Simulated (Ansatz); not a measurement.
# Counterpoise correction, worked out

The pair of K⁺ (SMILES [K+], atom 1) and PH$_{3}$ (SMILES P, atoms 2–5), both closed shells, in one local arrangement (a lower one may exist), relaxed at PBE0-D4/def2-TZVP:

| atom | x (Å) | y (Å) | z (Å) |
| --- | --- | --- | --- |
| K1 | 0.0382 | -0.0025 | -3.1017 |
| P2 | -0.0024 | 0.0001 | 0.2376 |
| H3 | -0.5235 | 1.1048 | 0.9470 |
| H4 | 1.2000 | -0.1081 | 0.9709 |
| H5 | -0.7121 | -0.9944 | 0.9463 |

Program: Ansatz 0.2.0. Basis: def2-TZVPPD. Cores are frozen in the correlated methods. The outer core shell of Li, Na, Mg and K is correlated. The def2 sets are not built for correlating such inner shells, so the correlated values are less sure here.

CCSD(T) total energies in eV:

| system | geometry | basis functions | energy |
| --- | --- | --- | --- |
| pair | pair | all | -25629.79512 |
| K⁺ | as in the pair | all (partner as ghosts) | -16304.25922 |
| PH$_{3}$ | as in the pair | all (partner as ghosts) | -9325.07723 |
| K⁺ | as in the pair | its own | -16304.24723 |
| PH$_{3}$ | as in the pair | its own | -9325.07185 |
| K⁺ | free (PBE0-D4 minimum) | its own | -16304.24723 |
| PH$_{3}$ | free (PBE0-D4 minimum) | its own | -9325.08632 |

**Question.** Work out the interaction energy with and without the counterpoise correction, the superposition error, and the binding energy from the relaxed fragments.

**Answer.** Without correction: -25629.79512 − (-16304.24723) − (-9325.07185) = -0.47604 eV.
With correction (each fragment in the whole basis): -25629.79512 − (-16304.25922) − (-9325.07723) = -0.45867 eV = -10.58 kcal/mol.
The superposition error is the difference, 0.01737 eV, 4 % of the uncorrected value: each fragment borrows its partner's functions.
Deformation from the free shapes: 0.00000 eV for K⁺ and 0.01447 eV for PH$_{3}$.
Binding energy from relaxed fragments: -0.45867 + 0.00000 + 0.01447 = -0.44420 eV = -10.24 kcal/mol (electronic, without zero-point energy; negative means bound). For comparison, the corrected interaction energy by CCSD(T) at an estimated basis limit (MP2 extrapolated from triple and quadruple zeta, plus CCSD(T) − MP2 in triple zeta) is -0.503 eV; triple zeta with the correction binds less.

No T1 diagnostic of these runs exceeds 0.014.

For scale, one of the runs: CCSD(T)/def2-TZVPPD, 135 basis functions, launched by `ansatz run in.yaml --threads 2 --pin off --events-out ev --progress --plain --max-ram 5222MiB`. Hardware: 2 CPU threads of an Intel Xeon 6975P-C, shared host. Wall time 3.8 s; peak host memory 0.8 GiB.
